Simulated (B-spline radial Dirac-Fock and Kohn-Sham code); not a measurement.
## Scattering functions of Dy

System: the free dysprosium atom, [Xe] 4f8 5d2 6s2 (an excited configuration).

Input of the calculation (task.json; shells as n, l, electrons):

```json
{"items": [{
  "Z": 66,
  "q": 0,
  "cfg": [[1, 0, 2], [2, 0, 2], [2, 1, 6], [3, 0, 2], [3, 1, 6], [3, 2, 10], [4, 0, 2], [4, 1, 6], [4, 2, 10], [4, 3, 8], [5, 0, 2], [5, 1, 6], [5, 2, 2], [6, 0, 2]],
  "A": 164,
  "rrms": 5.2218,
  "do": ["scatter"],
  "s": [0.0, 0.05, 0.1, 0.15, 0.2, 0.25, 0.3, 0.35, 0.4, 0.45, 0.5, 0.6, 0.7, 0.8, 0.9, 1.0, 1.1, 1.2, 1.4, 1.6, 1.8, 2.0, 2.5, 3.0, 3.5, 4.0, 5.0, 6.0],
  "pz": [0, 0.1, 0.2, 0.3, 0.4, 0.5, 0.6, 0.8, 1.0, 1.2, 1.4, 1.6, 1.8, 2.0, 2.5, 3.0, 4.0, 5.0, 7.0, 10.0, 15.0, 20.0, 30.0, 40.0, 60.0, 100.0],
  "hv_scatter": [1000, 2000, 5000, 8047.8, 20000, 50000, 200000, 500000]
}]}
```

Command: `python xray_run.py task.json out`

Calculated with a B-spline atomic structure program, using relativistic Hartree-Fock (Dirac-Fock) wave functions, averaged over the configuration. f₀ is the Fourier transform of the spherical electron density, S the Waller-Hartree incoherent function, and s = sin θ/λ. The electron scattering factor follows from the Mott-Bethe formula f_e = 0.023934 Å⁻¹·(Z − f₀)/s².

| s (Å⁻¹) | f₀ | S | f_e (Å) |
| --- | --- | --- | --- |
| 0 | 66.000 | 0.000 | – |
| 0.05 | 64.594 | 1.884 | 13.462 |
| 0.1 | 61.424 | 4.885 | 10.952 |
| 0.15 | 57.880 | 7.546 | 8.638 |
| 0.2 | 54.385 | 10.138 | 6.950 |
| 0.25 | 50.982 | 12.599 | 5.751 |
| 0.3 | 47.721 | 14.910 | 4.861 |
| 0.35 | 44.668 | 17.097 | 4.168 |
| 0.4 | 41.861 | 19.150 | 3.611 |
| 0.45 | 39.305 | 21.040 | 3.155 |
| 0.5 | 36.979 | 22.757 | 2.778 |
| 0.6 | 32.900 | 25.755 | 2.201 |
| 0.7 | 29.422 | 28.374 | 1.787 |
| 0.8 | 26.437 | 30.766 | 1.480 |
| 0.9 | 23.905 | 32.986 | 1.244 |
| 1 | 21.795 | 35.060 | 1.058 |
| 1.1 | 20.066 | 37.006 | 0.909 |
| 1.2 | 18.657 | 38.827 | 0.787 |
| 1.4 | 16.530 | 42.075 | 0.604 |
| 1.6 | 14.917 | 44.766 | 0.478 |
| 1.8 | 13.502 | 46.953 | 0.388 |
| 2 | 12.157 | 48.748 | 0.322 |
| 2.5 | 9.136 | 52.164 | 0.218 |
| 3 | 6.988 | 54.683 | 0.157 |
| 3.5 | 5.723 | 56.639 | 0.118 |
| 4 | 4.995 | 58.193 | 0.091 |
| 5 | 4.059 | 60.467 | 0.059 |
| 6 | 3.237 | 61.983 | 0.042 |

f₀ starts at the number of electrons, 66, and has fallen to half at s ≈ 0.60 Å⁻¹. The sum of ⟨r²⟩ over the electrons is 83.13 bohr². It fixes the forward electron scattering factor, f_e(0) = (a₀/3)Σ⟨r²⟩ = 14.664 Å.
